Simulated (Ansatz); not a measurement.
Relaxation of C2H7AlBrF (12 atoms, charge 0, multiplicity 1), to a largest force component of 0.03 eV/Å in at most 50 steps.

The calculation used UHF/def2-SVP in Ansatz.

```xyz
12
Properties=species:S:1:pos:R:3
Al -1.270 0.370 0.290
C 1.843 -0.378 0.952
C -1.287 0.352 -1.646
F -1.000 1.737 1.168
H 0.961 -0.963 1.181
Br -1.769 -1.574 1.546
H 2.695 -1.054 0.904
H 2.002 0.365 1.731
H 1.747 0.126 -0.013
H -2.319 0.412 -2.005
H -0.734 1.188 -2.081
H -0.869 -0.582 -2.027
```

Where does it end, and by what steps?

The forces met the threshold. The force dipped under the threshold on the way, but the program's further checks kept it going. After 17 steps the energy has fallen by 0.162 eV; H8 moved furthest, 0.73 Å.

| step | energy less start (eV) | largest force component (eV/Å) | accepted |
| --- | --- | --- | --- |
| 0 | 0.0000 | 1.033 | yes |
| 1 | -0.1172 | 0.149 | yes |
| 2 | -0.1365 | 0.191 | yes |
| 3 | -0.1413 | 0.250 | yes |
| 4 | -0.1458 | 0.212 | yes |
| 5 | -0.1479 | 0.191 | yes |
| 6 | -0.1494 | 0.216 | yes |
| 7 | -0.1523 | 0.150 | yes |
| 8 | -0.1554 | 0.120 | yes |
| 9 | -0.1538 | 0.347 | no |
| 10 | -0.1567 | 0.060 | yes |
| 11 | -0.1583 | 0.108 | yes |
| 12 | -0.1589 | 0.156 | yes |
| 13 | -0.1601 | 0.117 | yes |
| 14 | -0.1613 | 0.031 | yes |
| 15 | -0.1616 | 0.023 | yes |
| 16 | -0.1616 | 0.099 | yes |
| 17 | -0.1620 | 0.029 | yes |

```xyz
12
Properties=species:S:1:pos:R:3
Al -1.466 0.327 0.378
C 1.982 -0.414 0.840
C -1.291 0.375 -1.554
F -1.044 1.632 1.299
H 1.386 -1.275 1.148
Br -2.333 -1.423 1.506
H 2.979 -0.505 1.273
H 1.526 0.509 1.201
H 2.065 -0.391 -0.247
H -2.254 0.619 -2.015
H -0.573 1.135 -1.871
H -0.978 -0.590 -1.958
```

The run took 61 s on 4 threads of Arm Neoverse N1 (shared host), peak memory 0.44 GiB.
